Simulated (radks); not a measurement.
Task: Species: Ge+. Configuration: [Ar] 3d10 4s2 4p1. All-electron calculation, scalar-relativistic Kohn-Sham, LDA (Slater exchange, Perdew-Wang correlation), spin-polarised, spherical densities, finite nucleus; open shells are filled with parallel spins first; Fermi nuclear charge, rms radius 4.0742 fm. Program: a radial shooting solver on a logarithmic mesh with Libxc functionals. Some entries of the table are withheld. Estimate them.

orbital  occ.  eigenvalue (hartree)  <1/r> (bohr^-1)  <r^2> (bohr^2)
1s up       1             -402.4107            32.33        0.002981
1s down     1             -402.4092            32.33        0.002981
2s up       1             -50.65841            7.094         0.05221
2s down     1             -50.65775            7.094         0.05221
2p up       3             -44.36106            6.963         0.04143
2p down     3             -44.35990            6.963         0.04143
3s up       1              -6.49727            2.281          0.4516
3s down     1              -6.49556            2.282          0.4514
3p up       3              -4.57358            2.130          0.4947
3p down     3              -4.57149            2.130          0.4942
3d up       5              -1.41959            1.781          0.6968
3d down     5              -1.41558            1.785          0.6902
4s up       1              -0.75273           0.6476             (1)
4s down     1              -0.72356           0.6504             (2)
4p up       1                   (3)           0.5123           7.368
4p down     0                   (4)           0.5096           7.547

Result: 
(1) 4s up <r^2> (bohr^2): 4.688
(2) 4s down <r^2> (bohr^2): 4.681
(3) 4p up eigenvalue (hartree): -0.43410
(4) 4p down eigenvalue (hartree): -0.40450
